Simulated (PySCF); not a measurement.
UHF on Zn¹²⁺ (zinc, charge +12)

Configuration: [Ar], closed-shell 1S. Computed with PySCF 2.14 in an uncontracted even-tempered set (19 s from 0.81 bohr⁻², ratio 2.5; 12 p from 1.1 bohr⁻², ratio 2.5; 5 d from 7 bohr⁻², ratio 2.7; 4 f from 11 bohr⁻², ratio 2.7), with the spin-free X2C one-electron Hamiltonian (Gaussian nucleus).

```
Total energy             : -1734.178413 hartree
One-electron energy      : -2162.3959 hartree
Hartree (Coulomb) energy : 487.6400 hartree
Exchange energy          : -59.4225 hartree
⟨S²⟩                     : 0.0000
⟨L²⟩                     : 0.000
Sum of ⟨r⟩               : 6.588 bohr
Sum of ⟨r²⟩              : 3.801 bohr²
```

```
shell  electrons  mean orbital energy (hartree)  rms radius, mean of both spins (bohr)
   1s          2                     -371.18155                                 0.0580
   2s          2                      -59.17374                                  0.243
   2p          6                      -52.96764                                  0.217
   3s          2                      -17.52851                                  0.647
   3p          6                      -15.39792                                  0.653
```

Densities and radii are taken from the X2C orbitals without a picture-change correction, which distorts them close to the nucleus.

Spin-orbit constants ζ (cm⁻¹) from the X2C one-electron operator on these orbitals: bare nucleus, nucleus screened by l(l+1)(2l+1)/3 electrons, and screened by the Breit-Pauli mean field of the electrons.

```
shell    bare  screened nucleus  mean field
   2p  134700            125800      121700
   3p   23410             21850       21100
```
